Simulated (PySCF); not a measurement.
C3H5ClGeO, SMILES C=[C](Cl)[GeH2][CH]=O. Atoms are numbered in the order given.

```xyz
11

C     -2.4066    -0.2844    -0.6190
C     -1.3050    -0.0293     0.0909
Cl    -1.3468     1.1295     1.4235
Ge     0.4812    -0.7750    -0.2104
C      1.7399     0.7707    -0.5156
O      2.7788     0.6405    -1.1089
H     -3.3650     0.1971    -0.4032
H     -2.3674    -0.9987    -1.4463
H      0.4678    -1.7012    -1.4393
H      0.9329    -1.5329     1.0529
H      1.4271     1.7681    -0.0980
```

Coordinates come from a B3LYP-D3(BJ)/def2-SVP optimisation. This is a generated structure with no PubChem entry under its InChIKey; it may be hypothetical. One conformer was computed; it need not be the lowest.

Two levels are set side by side: PBE/pcSseg-1 (PySCF) and PBE0/pcSseg-1 (PySCF). GIAO shifts against GeH4 (⁷³Ge), H2O (¹⁷O), HCl (³⁵Cl), TMS (¹H), TMS (¹³C) at the same level; non-relativistic, no solvent, atoms listed together averaged. Without spin–orbit terms, shifts of atoms bonded to Cl or Br come out too high at both levels. Differences are taken from unrounded values.

```
quantity                PBE
--------------------  -----
δ(¹³C) of C1 (ppm)    135.8
δ(¹³C) of C2 (ppm)    157.3
δ(³⁵Cl) of Cl3 (ppm)  322.8
δ(⁷³Ge) of Ge4 (ppm)  134.8
δ(¹³C) of C5 (ppm)    238.0
δ(¹⁷O) of O6 (ppm)    899.0
δ(¹H) of H11 (ppm)    12.65
```

### Question
These are the PBE values. What does PBE0 give? (The exact figures need the calculation; the answer reports its results.)

### Answer

```json
[
 {"quantity": "δ(¹³C) of C1 (ppm)", "PBE0": "140.3", "PBE minus PBE0": "-4.5"},
 {"quantity": "δ(¹³C) of C2 (ppm)", "PBE0": "156.4", "PBE minus PBE0": "0.9"},
 {"quantity": "δ(³⁵Cl) of Cl3 (ppm)", "PBE0": "285.1", "PBE minus PBE0": "37.7"},
 {"quantity": "δ(⁷³Ge) of Ge4 (ppm)", "PBE0": "128.2", "PBE minus PBE0": "6.6"},
 {"quantity": "δ(¹³C) of C5 (ppm)", "PBE0": "237.9", "PBE minus PBE0": "0.1"},
 {"quantity": "δ(¹⁷O) of O6 (ppm)", "PBE0": "923.6", "PBE minus PBE0": "-24.6"},
 {"quantity": "δ(¹H) of H11 (ppm)", "PBE0": "12.39", "PBE minus PBE0": "0.26"}
]
```

Rough cost on one machine, each run with all the roots and properties that it gave: PBE0 against PBE within a factor of 2.
